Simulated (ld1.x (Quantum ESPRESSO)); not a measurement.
**Ranking TM potentials for Cs**

All share these settings but for the change named:

```
Element                 : caesium
Generator               : ld1.x (Quantum ESPRESSO) 7.5
Type                    : norm-conserving Troullier–Martins (Kleinman–Bylander form)
Functional              : PBEsol
Relativity              : scalar-relativistic
Frozen core             : [Xe]
Valence charge          : 1
Reference configuration : 5d1 6s0 6p0
Partial waves           : 6s (bound, empty): rc 3.55 bohr; 6p (bound, empty): rc 4.20 bohr; 5d (bound): rc 4.10 bohr
Local potential         : all-electron potential smoothed inside 3.30 bohr (lloc = -2)
Core correction         : a·sin(br)/r model core inside 2.95 bohr
```

Test errors are all-electron minus pseudo excitation energies from the reference, over 5d0 6s1 6p0; 5d0 6s0.5 6p0; 5d0 6s0 6p1; 5d0.5 6s0.5 6p0. None of these files shows a bound ghost.

The base gives 14.3 meV.

Of 6 variants that were run, those that failed, showed a ghost or another fault, or gave nearly equal values are left out.

A variant can come out equal or close to the base, since the largest error may sit in a test that the change hardly touches while other tests move.

Task: Rank these variants by their largest absolute test error, smallest first.
A. wave 6p (bound): rc 4.20 bohr becomes 6p (bound): rc 4.38 bohr
B. wave 6p (bound): rc 4.20 bohr becomes 6p (bound): rc 5.52 bohr
C. wave 6p (bound): rc 4.20 bohr becomes 6p (bound): rc 4.68 bohr

Result: A (15.5 meV), C (18.9 meV), B (22.8 meV).
